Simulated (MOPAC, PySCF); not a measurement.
CHNO, SMILES `N#CO`, neutral singlet in the gas phase. 

Cartesian coordinates (Å):
```xyz
4

N      1.5474    -0.0584    -0.4117
C      0.4829     0.0655     0.0522
O     -0.6691     0.2603     0.6288
H     -1.3612    -0.2673     0.1829
```
Charge 0, multiplicity 1.

All levels are single points at this geometry (PBE-D3(BJ)/def2-TZVP); Pople sets use spherical d functions. Orbital energies aren't observables, and empty levels follow the basis.

| level | HOMO (eV) | LUMO (eV) | gap (eV) | dipole (D) | vertical IE, Delta-SCF (eV) |
|---|---|---|---|---|---|
| PBE-D3(BJ)/def2-TZVP in PySCF | -7.51 | -1.40 | 6.11 | 3.99 | – |
| B3LYP/3-21G in PySCF | -8.19 | 0.59 | 8.77 | 3.80 | – |
| BP86/6-31G* in PySCF | -7.24 | -0.50 | 6.73 | 3.92 | – |
| M06-2X/6-31G* in PySCF | -10.12 | 1.51 | 11.63 | 3.89 | – |
| PBE/6-31G* in PySCF | -7.11 | -0.53 | 6.58 | 3.91 | 11.60 |
| SVWN5/6-31G* in PySCF | -7.29 | -0.63 | 6.66 | 3.98 | 11.88 |
| HF/3-21G in PySCF | -12.18 | 5.06 | 17.24 | 3.90 | – |
| HF/6-31G* in PySCF | -12.24 | 4.22 | 16.47 | 4.08 | 10.80 |
| HF/STO-3G in PySCF | -9.99 | 9.57 | 19.56 | 3.15 | – |
| AM1 in MOPAC | -11.99 | 1.14 | 13.13 | 2.83 | – |
| PM3 in MOPAC | -11.77 | 0.94 | 12.71 | 3.33 | – |
| PM6 in MOPAC | -11.97 | 0.60 | 12.58 | 3.48 | – |
| PM7 in MOPAC | -12.11 | 0.61 | 12.72 | 3.55 | – |
